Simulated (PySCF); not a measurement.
**Spin-rotation constants: SMILES CCCC1=C[C@@H]2[C@@H]3[C@H]1[C@H]23, C$_{9}$H$_{12}$**

Molfile (atoms numbered from 1):
```
C9H12
     RDKit          3D

 21 23  0  0  0  0  0  0  0  0999 V2000
    2.3675   -0.7638   -0.3104 C   0  0  0  0  0  0  0  0  0  0  0  0
    2.0292    0.3837    0.6315 C   0  0  0  0  0  0  0  0  0  0  0  0
    0.9570    1.3079    0.0403 C   0  0  0  0  0  0  0  0  0  0  0  0
   -0.3314    0.5993   -0.1837 C   0  0  0  0  0  0  0  0  0  0  0  0
   -1.0050    0.3453   -1.3064 C   0  0  0  0  0  0  0  0  0  0  0  0
   -2.2245   -0.4016   -0.8905 C   0  0  2  0  0  0  0  0  0  0  0  0
   -2.6198    0.0501    0.5012 C   0  0  2  0  0  0  0  0  0  0  0  0
   -1.1605   -0.0059    0.9056 C   0  0  1  0  0  0  0  0  0  0  0  0
   -1.9011   -1.2066    0.3529 C   0  0  2  0  0  0  0  0  0  0  0  0
    1.4830   -1.3655   -0.5052 H   0  0  0  0  0  0  0  0  0  0  0  0
    3.1340   -1.4020    0.1238 H   0  0  0  0  0  0  0  0  0  0  0  0
    2.7355   -0.3802   -1.2595 H   0  0  0  0  0  0  0  0  0  0  0  0
    2.9290    0.9698    0.8323 H   0  0  0  0  0  0  0  0  0  0  0  0
    1.6744   -0.0204    1.5814 H   0  0  0  0  0  0  0  0  0  0  0  0
    0.7919    2.1416    0.7296 H   0  0  0  0  0  0  0  0  0  0  0  0
    1.3114    1.7152   -0.9089 H   0  0  0  0  0  0  0  0  0  0  0  0
   -0.7657    0.6038   -2.3189 H   0  0  0  0  0  0  0  0  0  0  0  0
   -2.9617   -0.7379   -1.6043 H   0  0  0  0  0  0  0  0  0  0  0  0
   -3.5283    0.3563    0.9755 H   0  0  0  0  0  0  0  0  0  0  0  0
   -0.8656    0.0440    1.9432 H   0  0  0  0  0  0  0  0  0  0  0  0
   -2.0583   -2.2161    0.6701 H   0  0  0  0  0  0  0  0  0  0  0  0
  1  2  1  0
  2  3  1  0
  3  4  1  0
  4  5  2  0
  5  6  1  0
  6  7  1  0
  7  8  1  0
  8  9  1  0
  8  4  1  0
  9  6  1  0
  9  7  1  0
  1 10  1  0
  1 11  1  0
  1 12  1  0
  2 13  1  0
  2 14  1  0
  3 15  1  0
  3 16  1  0
  5 17  1  0
  6 18  1  6
  7 19  1  6
  8 20  1  1
  9 21  1  6
M  END
```

Computed, not measured: GIAO HSE06/pcseg-1 magnetisability, rotational g tensor and spin-rotation constants, non-relativistic, gas phase (PySCF). Geometry: GFN2-xTB.

(1) Give the nuclear spin-rotation constants along the inertial axes (H = +C I·J) beside the isotropic shieldings.

Results:

(1) Rotational constants 3.6545, 1.0988, 1.0902 GHz. A star marks the isotopologue with that one atom substituted, in its own axes.
```
atom  isotope  Caa (kHz)  Cbb (kHz)  Ccc (kHz)  mean (kHz)  σ (ppm)
 H10       1H     -0.028     -0.122     -0.082      -0.077     30.6
 H11       1H     -0.192     -0.058     -0.103      -0.117     30.8
 H12       1H     -0.365     -0.001     -0.118      -0.161     31.4
 H13       1H      0.011     -0.120     -0.092      -0.067     30.4
 H14       1H     -0.336      0.015     -0.125      -0.149     30.5
 H15       1H     -0.383     -0.114      0.039      -0.153     29.3
 H16       1H     -0.331      0.021     -0.117      -0.143     29.6
 H17       1H     -0.343      0.084     -0.111      -0.123     26.1
 H18       1H     -0.129     -0.093     -0.084      -0.102     30.2
 H19       1H     -0.057     -0.122     -0.037      -0.072     27.9
 H20       1H     -0.360     -0.020     -0.089      -0.156     30.3
 H21       1H     -0.397     -0.034     -0.024      -0.151     27.9
  C1     13C*      0.501      0.131      0.126       0.253    180.3
  C2     13C*      0.505      0.151      0.156       0.270    170.1
  C3     13C*      0.556      0.173      0.171       0.300    159.9
  C4     13C*      1.597      0.401      0.242       0.747     38.8
  C5     13C*      1.198      0.446      0.203       0.616     61.0
  C6     13C*      0.377      0.229      0.186       0.264    155.8
  C7     13C*      0.498      0.137      0.308       0.314    142.4
  C8     13C*      0.752      0.112      0.199       0.355    154.4
```
For the geometry as given, no vibrational averaging.
